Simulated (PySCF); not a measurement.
C3H6BF.
SMILES: `B[C@@H]1C[C@@H]1F`

Theory: EOM-IP-CCSD/aug-cc-pVDZ in PySCF, restricted Hartree–Fock reference, frozen core, non-relativistic, gas phase, PBE0-D3(BJ)/def2-SVP geometry.

The vertical ionisation energies are 10.66, 11.03, 12.04, 12.66, 13.97, 14.82, 15.84, 16.09 eV.

Q: Which Hartree–Fock orbital leads each hole, and what is its Koopmans value −ε?

A: 
| leading hole (HF orbital) | Koopmans (eV) | EOM-IP-CCSD (eV) | change (eV) | one-hole share |
| --- | --- | --- | --- | --- |
| HOMO | 11.62 | 10.66 | -0.96 | 0.96 |
| HOMO-1 | 11.73 | 11.03 | -0.70 | 0.96 |
| HOMO-2 | 12.95 | 12.04 | -0.91 | 0.95 |
| HOMO-3 | 13.70 | 12.66 | -1.04 | 0.95 |
| HOMO-4 | 15.27 | 13.97 | -1.30 | 0.95 |
| HOMO-5 | 16.71 | 14.82 | -1.89 | 0.94 |
| HOMO-7 | 18.47 | 15.84 | -2.63 | 0.94 |
| HOMO-6 | 17.45 | 16.09 | -1.36 | 0.94 |

Q: Does the order of the lines follow the orbital energies?

A: No: the HOMO-7 hole (15.84 eV) falls below the HOMO-6 hole (16.09 eV). The corrections run from -2.63 to -0.70 eV, with a mean of -1.35 eV over the 8 lines; no line lies above its Koopmans value.

Q: At what kinetic energies would He I light (21.22 eV) eject these electrons?

A: 10.56 eV (HOMO), 10.19 eV (HOMO-1), 9.18 eV (HOMO-2), 8.56 eV (HOMO-3), 7.25 eV (HOMO-4), 6.40 eV (HOMO-5), 5.38 eV (HOMO-7), 5.13 eV (HOMO-6).

Q: What total energy has the lowest final state, and which wavelength reaches it?

A: E(CCSD) + ionisation energy = -241.94669 + 0.39187 = -241.55482 Eh, at the geometry of the initial state. The threshold wavelength is 1239.84 eV nm/10.66 eV = 116.3 nm.

One root was sought for each valence orbital with −ε under 21 eV, eight at most, so deeper holes and satellites are missing; no vibrational structure.

One conformer stands for the species.
